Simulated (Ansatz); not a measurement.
A single point on `FC(F)(F)[SiH2]Cl`.

```yaml
crystal:
  periodic: [false, false, false]
  atoms:
    - {symbol: F, position_ang: [0.315114, -0.674377, 1.763414]}
    - {symbol: C, position_ang: [0.665812, -0.539888, 0.476427]}
    - {symbol: F, position_ang: [0.820825, -1.781385, -0.024818]}
    - {symbol: F, position_ang: [1.870118, 0.049297, 0.451410]}
    - {symbol: Si, position_ang: [-0.652049, 0.420200, -0.558894]}
    - {symbol: Cl, position_ang: [-0.852253, 2.283019, 0.238071]}
    - {symbol: H, position_ang: [-0.149702, 0.506772, -1.945112]}
    - {symbol: H, position_ang: [-1.925564, -0.320836, -0.456297]}
basis:
  gaussian: {orbitals: def2-QZVPP}
correlation: {method: mp2}
```

```sh
$ ansatz run in.yaml --threads 4 --pin off --events-out ev --progress --plain --max-ram 10444MiB
```

It prints (some lines left out):

```
Functional definition: HF
  name "HF"
  cite "Fock, Z. Phys. 61, 126 (1930) doi:10.1007/BF01340294"
  parent pbe
  exchange = exact_x
  correlation = 0
2628 factors; integrals over basis functions are off by at most 8.3e-4 eV
mean field evaluation 1: about -29549.0790 eV, gradient 4.1e1 eV
mean field evaluation 2: about -29549.2502 eV, gradient 4.2e1 eV
mean field evaluation 4: about -29552.6882 eV, gradient 3.5e0 eV
mean field evaluation 8: about -29552.7473 eV, gradient 2.5e-1 eV
mean field -29552.74753395 eV, -1086.0434403009 hartree, gradient 1.8e-6 eV, S^2 0.000000; 0 other end points of the search recorded, 0 dependent functions left out
14 core orbitals not correlated: weight in the atoms' cores, before any rotation towards them, 1.000 or more for the frozen orbitals, at most 0.000 for the correlated occupied ones
reference -29552.74753395 eV, -1086.0434403009 hartree; 19, 19 occupied and 395, 395 virtual orbitals, 2628 factors
second order -35.92097794 eV of doubles, -0.00000000 eV of singles
Total energy: -29588.66851189 eV, -1087.3635118922 hartree
```

Hardware: 4 threads of an Arm Neoverse N1 on a shared host. Wall time 28 s, peak host memory 2.2 GiB.
